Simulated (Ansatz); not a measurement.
System: GeNH₂Br, charge 0, singlet. GeNH2Br (SMILES [NH2][Ge][Br]).
B3LYP-D3(BJ)/def2-TZVP minimum from Ansatz (a program for electronic structure):
```
N
H 1 1.0097
H 1 1.0099 2 113.23
Ge 1 1.8236 2 122.11 3 180.00
Br 4 2.4011 1 96.11 2 -180.00
```
Charge 0, spin multiplicity 1.

Atomisation energy term by term, kcal/mol (programs: Ansatz). Open shells are spin-unrestricted; no spin-orbit coupling. Cores are frozen in correlated methods (noble-gas shells, and filled d and f shells in the p block). No relativity. CBS(X,Y): correlation extrapolated as X^-3, Hartree-Fock from the larger set (Q,5: extrapolated as (X+1)exp(-9√X)). A bracket is a step between two methods taken in the basis named. Where a partner has so few electrons that a lower coupled-cluster level is exact, that level stands in. Spin-orbit terms, left out, reach several kcal/mol for Br and I, and more for heavier atoms.

| term | basis | kcal/mol |
|---|---|---|
| Hartree-Fock | CBS(cc-pVQZ,cc-pV5Z) | 231.94 |
| CCSD correlation | CBS(cc-pVQZ,cc-pV5Z) | 118.44 |
| (T) | CBS(cc-pVQZ,cc-pV5Z) | 9.54 |
| CCSDT(Q) - CCSD(T) | cc-pVTZ | 0.36 |
| sum: De |  | 360.3 |

The step beyond CCSD(T) by other levels: CCSDT(Q) in cc-pVDZ 0.83 kcal/mol.
